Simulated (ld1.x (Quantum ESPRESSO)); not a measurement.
## Nb, PAW: configuration errors across variants

- Element: Nb (Z = 41)
- Generator: ld1.x (Quantum ESPRESSO) 7.5
- Type: PAW
- Functional: LDA (PZ)
- Relativity: scalar-relativistic
- Frozen core: [Kr]
- Valence charge: 5
- Reference configuration: 4d3 5s0 5p0 (charge +2)
- Partial waves: 5s (bound, empty): rcut 2.25, rcutus 3.10 bohr; 5s channel at -0.85 Ry: rcut 2.25, rcutus 3.10 bohr; 5p (bound, empty): rcut 3.25, rcutus 3.65 bohr; 5p channel at 1.25 Ry: rcut 3.25, rcutus 3.65 bohr; 4d (bound): rcut 1.65, rcutus 1.75 bohr; 4d channel at -0.6 Ry: rcut 1.65, rcutus 1.75 bohr
- Local potential: all-electron potential smoothed inside 3.45 bohr (lloc = -1)
- Core correction: Bessel-smoothed model core inside 1.15 bohr
- Augmentation charge: PSQ, radius 1.90 bohr

All-electron excitation energies from the reference (eV): (1) 4d4 5s1 5p0 -21.192; (2) 4d4 5s0 5p0 -14.276; (3) 4d2 5s0 5p0 24.934; (4) 4d3 5s1 5p0 -13.982; (5) 4d3 5s1 5p1 -18.370; (6) 4d3 5s2 5p0 -21.753; (7) 4d4 5s0 5p1 -18.144; (8) 4d3 5s0 5p0 spin -1.390; (9) 4d4 5s1 5p0 spin -23.801.

Spin tests fill each open shell by Hund’s rule, majority spin first.

The overlap operator is not positive definite (basis up to 400 Ry) in “all radii but the core radius scaled by about 1.20 (s 3.72, p 4.36, d 2.10 bohr, rcut 2.70/3.90/1.98); local potential all-electron potential smoothed inside 4.14 bohr (lloc = -1); augmentation PSQ, radius 2.28 bohr”. Such files are unfit for use, however small their errors in these radial tests.

1 further variants failed, have other tests or too few solved ones, and are left out.

A true bound ghost makes a file unfit for plane-wave use even where its test errors are small: the radial tests pick states by their node count and pass the ghost by.

Errors AE − PS in meV (a dash: test not solved or not reliable):

| change | (1) | (2) | (3) | (4) | (5) | (6) | (7) | (8) | (9) | bound ghosts |
| --- | --- | --- | --- | --- | --- | --- | --- | --- | --- | --- |
| base | -68 | -81 | -202 | -3.7 | -2.0 | -8.2 | -61 | -7.3 | -71 | none |
| wave 5p channel at 1.25 Ry: rcut 3.25, rcutus 3.65 bohr becomes 5p channel at -0.72 Ry: rcut 3.25, rcutus 3.65 bohr | -68 | -81 | -202 | -3.7 | -3.9 | -8.2 | -65 | -7.3 | -71 | none |
| augmentation BESSEL, radius 1.20 bohr | – | – | – | – | – | – | – | – | – | none |
| all radii but the core radius scaled by about 1.20 (s 3.72, p 4.36, d 2.10 bohr, rcut 2.70/3.90/1.98); local potential all-electron potential smoothed inside 4.14 bohr (lloc = -1); augmentation PSQ, radius 2.28 bohr | -71 | -86 | -219 | -3.9 | – | – | – | – | – | not determined (overlap not positive) |
| waves 5s (bound): rcut 2.25, rcutus 3.96 bohr; 5s channel at -0.85 Ry: rcut 2.25, rcutus 3.96 bohr | -63 | -81 | -202 | -2.7 | -1.5 | -6.4 | -61 | -7.3 | -61 | none |
| waves 4d (bound): rcut 1.64, rcutus 1.74 bohr; 4d channel at -0.6 Ry: rcut 1.64, rcutus 1.74 bohr | -68 | -81 | -202 | -3.7 | -2.0 | -8.2 | -61 | -7.3 | -71 | none |

Task: Give the same row for: local potential all-electron potential smoothed inside 1.40 bohr (lloc = -1).

Result: -69, -80, -200, -3.8, -5.0, -8.1, -63, -7.0, -73; bound ghosts: s, p.
